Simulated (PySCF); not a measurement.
C2H10O2Si2, SMILES C[C@@H]([SiH2]O[SiH3])O. Atoms are numbered in the order given.

```xyz
16

C     -2.3718    -1.0497    -0.0932
C     -1.6716     0.0910    -0.8300
O     -0.9694    -0.3770    -1.9821
Si    -0.4031     0.9991     0.2354
O      0.8495    -0.1066     0.3342
Si     2.3867    -0.2176     0.9572
H     -3.0097    -1.6150    -0.7910
H     -2.9984    -0.6707     0.7305
H     -1.6339    -1.7477     0.3376
H     -2.4286     0.8012    -1.2046
H     -0.2142    -0.8871    -1.6589
H      0.0875     2.2444    -0.4211
H     -0.8978     1.3246     1.6073
H      3.2453     0.8736     0.4115
H      2.9496    -1.5389     0.5707
H      2.3491    -0.1045     2.4442
```

The structure is a stationary point at ωB97X-D3(BJ)/def2-SVP. The structure was generated by enumeration; whether it is a known compound was not checked. Other conformers were not sampled.

Level of theory: HF/pcSseg-1 in PySCF.

GIAO shieldings, no solvent; atoms listed in one row are averaged. δ = σ(ref) − σ: ¹³C against TMS (σ = 192.6 ppm); ¹⁷O against H2O (σ = 333.0 ppm); ²⁹Si against TMS (σ = 393.8 ppm); ¹H against TMS (σ = 31.99 ppm), references at their B3LYP-D3(BJ)/def2-TZVP geometries, non-relativistic.

Estimate the chemical shifts. (Estimate from the structure and the level; the computed values follow.)


```json
[
 {"nucleus": "¹³C", "atoms": "C2", "count": "1", "δ (ppm)": "52.0"},
 {"nucleus": "¹³C", "atoms": "C1", "count": "1", "δ (ppm)": "21.9"},
 {"nucleus": "¹⁷O", "atoms": "O3", "count": "1", "δ (ppm)": "13.8"},
 {"nucleus": "¹⁷O", "atoms": "O5", "count": "1", "δ (ppm)": "-14.1"},
 {"nucleus": "²⁹Si", "atoms": "Si4", "count": "1", "δ (ppm)": "-20.4"},
 {"nucleus": "²⁹Si", "atoms": "Si6", "count": "1", "δ (ppm)": "-40.7"},
 {"nucleus": "¹H", "atoms": "H14, H15, H16", "count": "3", "δ (ppm)": "4.78"},
 {"nucleus": "¹H", "atoms": "H12", "count": "1", "δ (ppm)": "4.72"},
 {"nucleus": "¹H", "atoms": "H13", "count": "1", "δ (ppm)": "4.51"},
 {"nucleus": "¹H", "atoms": "H10", "count": "1", "δ (ppm)": "3.14"},
 {"nucleus": "¹H", "atoms": "H7, H8, H9", "count": "3", "δ (ppm)": "1.66"},
 {"nucleus": "¹H", "atoms": "H11", "count": "1", "δ (ppm)": "1.49"}
]
```
